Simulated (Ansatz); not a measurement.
Consider the formal exchange of groups at a Ga–C bond: `N=[CH][GaH][OH]` + `O[SiH3]` → `O[SiH2][GaH][OH]` + `C=N`.

Calculated with Ansatz (gas phase, PBE0-D4/def2-TZVP geometries, no zero-point term in ΔE). CCSD(T)/CBS is the MP2 limit (def2-TZVPP, def2-QZVPP) plus CCSD(T) − MP2 in def2-TZVPP, frozen cores. This one scheme is used for every species. DFT in def2-TZVPP. B3LYP here is the variant with VWN-RPA as its local correlation; programs differ in this. For Ga outer-core shells are correlated without core-valence functions, which leaves a few kJ/mol of doubt a bond. Scalar relativity is left out up to krypton. Each species was taken in one conformer, which may not be the lowest.

| level | ΔE (kJ/mol) | difference from CCSD(T)/CBS |
| --- | --- | --- |
| B3LYP-D4 | -37.7 | -4.5 |
| r2SCANh-D4 | -39.0 | -5.8 |
| CAM-B3LYP-D4 | -35.3 | -2.1 |
| BLYP | -34.9 | -1.7 |
| B3LYP | -35.2 | -2.0 |
| r2SCANh | -38.6 | -5.4 |
| r2SCAN0 | -38.6 | -5.4 |
| RPA@PBE/def2-TZVPP | -27.3 | 5.9 |
| MP2/def2-SVP | -29.5 | 3.7 |
| CCSD/def2-SVP | -33.7 | -0.5 |
| CCSD(T)/def2-SVP | -33.5 | -0.3 |
| SCS-MP2/def2-TZVPP | -24.9 | 8.3 |
| MP2/def2-QZVPP | -28.0 | 5.2 |
| SCS-MP2/def2-QZVPP | -25.8 | 7.4 |
| HF/CBS(def2) | -23.3 | 9.9 |
| MP2/CBS(def2) | -29.6 | 3.6 |
| CCSD(T)/CBS | -33.2 | 0 |

Largest T1 diagnostic among the species: 0.015.

Leaving LDA and LC-ωPBE aside and taking each functional with its dispersion term where it has one, the values, not all of them listed here, spread over 12.6 kJ/mol, from PBE-D4 to B2PLYP. LDA lies −4.4 kJ/mol from PBE without D4.
